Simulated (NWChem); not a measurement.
Molecule: SiH$_{4}$S$_{2}$O; SMILES [SiH](O)(S)S

```xyz
8

Si    -0.4233    -0.0086    -0.4090
O     -1.8386    -0.3103     0.4057
S      0.6277     1.7596     0.1878
S      0.8618    -1.6224     0.1080
H     -0.7044     0.1315    -1.8675
H     -2.5675     0.2999     0.2538
H      0.2427     2.4639    -0.8992
H     -0.1673    -2.4866     0.2600
```
Atoms are numbered in this order, from 1.

All runs: NWChem. Coordinates come from a PBE0/def2-SVP optimisation. Ions are spin-unrestricted doublets at the neutral geometry; other ion states weren't tried.

Task: Order these by “−ε(HOMO) (eV)”, lowest first: M06-2X/def2-SVP; LRC-wPBEh/def2-SVP; B3LYP/def2-SVP; PBE/def2-SVP.

Result: PBE/def2-SVP (6.20), B3LYP/def2-SVP (7.16), M06-2X/def2-SVP (8.66), LRC-wPBEh/def2-SVP (9.39)
